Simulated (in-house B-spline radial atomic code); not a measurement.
Values are calculated unless marked as measured or tabulated.
Weak and strong correlation along the adiabatic connection

Two-electron singlets in several external potentials (atomic units), by full CI in B-splines with partial waves to l = 8 (correlation energies up to 0.6 % small). The repulsion is scaled by λ at fixed density; W(λ) is the mean repulsion less the Hartree energy, W(0) = E_x, and the area under W from 0 to 1 is E_xc.

Relative drop (W(λ) − E_x)/E_x:

| system | λ = 0.12 | λ = 0.25 | λ = 0.4 | λ = 0.6 | λ = 0.8 | λ = 1 |
| --- | --- | --- | --- | --- | --- | --- |
| −V exp(−r²/w²), V = 27.6, w = 1.02 | 0.0060 | 0.0124 | 0.0195 | 0.0285 | 0.0372 | 0.0454 |
| −V exp(−r²/w²), V = 2.15, w = 9.36 | 0.0353 | 0.0671 | 0.0975 | 0.1298 | 0.1553 | 0.1759 |
| −V exp(−r²/w²), V = 1.52, w = 5.33 | 0.0298 | 0.0575 | 0.0846 | 0.1144 | 0.1386 | 0.1587 |
| −V exp(−r²/w²), V = 5, w = 2.6 | 0.0151 | 0.0302 | 0.0463 | 0.0656 | 0.0829 | 0.0984 |
| −Z/r, Z = 1.25 | 0.0217 | 0.0428 | 0.0645 | 0.0897 | 0.1116 | 0.1305 |
| −Z exp(−kr)/r, Z = 8.79, k = 3.27 | 0.0024 | 0.0050 | 0.0079 | 0.0118 | 0.0156 | 0.0193 |
| ω²r²/2 − Z/r, ω = 0.0808, Z = 2 | 0.0109 | 0.0222 | 0.0344 | 0.0495 | 0.0634 | 0.0763 |

Problem. Order the systems by how far second-order (GL2) theory, half the initial slope (estimated from the first points of each curve), overshoots the correlation energy, least first.
A. −Z/r, Z = 1.25
B. −V exp(−r²/w²), V = 1.52, w = 5.33
C. −V exp(−r²/w²), V = 2.15, w = 9.36
D. −V exp(−r²/w²), V = 27.6, w = 1.02
E. ω²r²/2 − Z/r, ω = 0.0808, Z = 2
F. −V exp(−r²/w²), V = 5, w = 2.6
G. −Z exp(−kr)/r, Z = 8.79, k = 3.27

Solution. G (GL2/E_c = 1.03), D (GL2/E_c = 1.08), E (GL2/E_c = 1.15), F (GL2/E_c = 1.21), A (GL2/E_c = 1.29), B (GL2/E_c = 1.43), C (GL2/E_c = 1.51).

Problem. What else changes along this order?

Solution. The ratio follows the bend of the curve. With it the leading natural occupation goes from 1.999 to 1.896 and −T_c/E_c from 0.97 to 0.66 between the first and the last.
